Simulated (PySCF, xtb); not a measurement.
GeF₃I, SMILES [F][Ge]([F])([F])[I].

GFN2-xTB (xtb 6.7.1) at its own geometry gives an orbital gap of 4.82 eV and a dipole moment of 0.37 D.

Geometry optimised at B3LYP-D3(BJ)/def2-SVP. The def2 effective core potentials stand for the cores of I; spin–orbit coupling is left out.

Task: What does r2SCAN/def2-TZVP run with PySCF give? (An estimate is asked for; the answer gives what the named calculation found.)

Result: gap 4.76 eV (levels -8.05 and -3.30 eV), dipole 2.45 D.
